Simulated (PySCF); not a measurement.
# How methods differ on the ionisation energy of Ti⁹⁺

Ti⁹⁺ [Ne] 3s2 3p1 (2P) → Ti¹⁰⁺ [Ne] 3s2 (1S), as a difference of total energies. Calculation: PySCF 2.14, in an even-tempered Gaussian basis (18 s from 0.32 bohr⁻², ratio 2.5; 12 p from 0.42 bohr⁻², ratio 2.5; 5 d from 2.8 bohr⁻², ratio 2.7; 5 f from 4.2 bohr⁻², ratio 2.7); the non-relativistic Hamiltonian (point nucleus). Correlated levels: outer shells: 1s2 frozen; virtual orbitals above 40 to 60 times the deepest correlated orbital energy dropped. The calculations carry no spin-orbit coupling.

```json
{"method": "UHF", "ionisation energy (eV)": "214.94"}
{"method": "MP2 (outer shells)", "ionisation energy (eV)": "215.45"}
{"method": "SCS-MP2 (outer shells)", "ionisation energy (eV)": "215.39"}
{"method": "CCSD (outer shells)", "ionisation energy (eV)": "215.53"}
{"method": "CCSD(T) (outer shells)", "ionisation energy (eV)": "215.54"}
```

How much does correlation contribute at CCSD(T) (outer shells)?

215.54 − (214.94) = 0.60 eV, measured against UHF.

A first-order spin-orbit estimate (lowest level to lowest level, LS coupling) adds 0.573 eV.

These non-relativistic numbers lack the scalar-relativistic shift.

For comparison: 215.92 ± 0.12 eV (measured; NIST Atomic Spectra Database, ionization energies).
